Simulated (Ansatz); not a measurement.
`[SiH3][SiH2][N]1[CH2][AlH]1`, relaxed with RKS PBE0-D4/def2-TZVP in Ansatz 0.2.0 from a PBE-D4/def2-SVP geometry. The force threshold is 0.005 eV/Å; the program also tests the step.

The species carries charge 0 and has multiplicity 1.

Start:

```xyz
13

Si    2.120   -0.753    0.334
Si    0.599    1.056    0.349
N    -1.035    0.488    0.110
C    -1.520   -0.291   -1.116
Al   -2.739    0.051    0.347
H     2.084   -1.483   -0.986
H     3.537   -0.287    0.565
H     1.767   -1.745    1.416
H     0.670    1.764    1.679
H     1.022    2.028   -0.731
H    -1.030   -1.278   -1.272
H    -1.533    0.289   -2.064
H    -3.943    0.161    1.370
```

```json
{"step": "1", "energy (eV)": "-24997.6471", "largest force (eV/Å)": "0.614", "largest move (Å)": "0.000"}
{"step": "2", "energy (eV)": "-24997.7031", "largest force (eV/Å)": "0.399", "largest move (Å)": "0.030"}
{"step": "3", "energy (eV)": "-24997.7143", "largest force (eV/Å)": "0.085", "largest move (Å)": "0.029"}
{"step": "4", "energy (eV)": "-24997.7152", "largest force (eV/Å)": "0.046", "largest move (Å)": "0.017"}
{"step": "5 (rejected)", "energy (eV)": "-24997.7151", "largest force (eV/Å)": "0.078", "largest move (Å)": "0.005"}
{"step": "6", "energy (eV)": "-24997.7155", "largest force (eV/Å)": "0.018", "largest move (Å)": "0.002"}
{"step": "7", "energy (eV)": "-24997.7159", "largest force (eV/Å)": "0.031", "largest move (Å)": "0.031"}
{"step": "8", "energy (eV)": "-24997.7161", "largest force (eV/Å)": "0.008", "largest move (Å)": "0.032"}
{"step": "9", "energy (eV)": "-24997.7162", "largest force (eV/Å)": "0.010", "largest move (Å)": "0.029"}
{"step": "10 (rejected)", "energy (eV)": "-24997.7161", "largest force (eV/Å)": "0.014", "largest move (Å)": "0.011"}
{"step": "11", "energy (eV)": "-24997.7162", "largest force (eV/Å)": "0.006", "largest move (Å)": "0.006"}
{"step": "12", "energy (eV)": "-24997.7162", "largest force (eV/Å)": "0.004", "largest move (Å)": "0.004"}
```

End:

```xyz
13

Si    2.111   -0.756    0.332
Si    0.578    1.023    0.357
N    -1.029    0.478    0.141
C    -1.512   -0.272   -1.104
Al   -2.713    0.065    0.332
H     2.036   -1.520   -0.946
H     3.509   -0.260    0.483
H     1.836   -1.709    1.445
H     0.673    1.732    1.665
H     0.980    1.983   -0.718
H    -1.029   -1.239   -1.261
H    -1.490    0.324   -2.018
H    -3.948    0.152    1.293
```

It took 46 s on 4 threads of an Arm Neoverse V2 on a shared host, with 0.69 GiB of host memory at the peak.
